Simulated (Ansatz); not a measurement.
`[BH2][SbH][TeH]` + H₂O → `BO` + `[SbH2][TeH]` at 700 K and 1 bar (formal hydrolysis of a B–Sb bond).

Gas-phase electronic energies from Ansatz, PBE0-D4/def2-TZVP geometries. CBS: MP2 limit from def2 TZ/QZ plus the TZ coupled-cluster correction, frozen cores. This one scheme is used for every species. Elements past krypton have def2 core potentials. For Sb, Te outer-core shells are correlated without core-valence functions, which leaves a few kJ/mol of doubt a bond.

| species | CCSD(T)/CBS energy (Eh) | H − E (kJ/mol) | S (J/(mol·K)) |
| --- | --- | --- | --- |
| `[BH2][SbH][TeH]` | -534.92494 | 152.0 | 445.3 |
| H₂O | -76.37941 | 80.5 | 218.4 |
| `BO` | -101.80414 | 126.4 | 277.4 |
| `[SbH2][TeH]` | -509.54647 | 99.1 | 377.9 |

H − E and S are ideal-gas, rigid-rotor, harmonic terms from PBE0-D4/def2-TZVP, for one conformer and one mirror image of each species. 1 Eh = 2625.50 kJ/mol, R = 8.31446 J/(mol·K).

By hand: ΔE, ΔH, ΔS and ΔG.

ΔE = (-101.80414) + (-509.54647) − (-534.92494) − (-76.37941) = -0.04626 Eh = -121.5 kJ/mol. Δ(H − E) = 126.4 + 99.1 − 152.0 − 80.5 = -7.0, so ΔH = -128.5 kJ/mol. ΔS = 277.4 + 377.9 − 445.3 − 218.4 = -8.4 J/(mol·K). ΔG = -128.5 − 700 × (-8.4)/1000 = -122.6 kJ/mol.

By hand: the equilibrium constant, and the temperature at which ΔG would vanish if ΔH and ΔS stayed fixed.

log₁₀ K = −ΔG/(RT ln 10) = 9.1. ΔG = 0 at ΔH/ΔS = 15298 K, far beyond where these terms or the molecules hold.

The number of gas molecules stays the same, so ΔS is small and ΔH decides. A doubt of 5 kJ/mol in ΔE shifts log₁₀ K by 0.4 here. Other conformers and mirror images would add mixing entropy, several J/(mol·K) or more a flexible species. These are equilibria of isolated gas molecules and say nothing of rates. Largest T1 diagnostic: 0.014 (customary marks: 0.02 for closed shells, 0.045 for open ones).
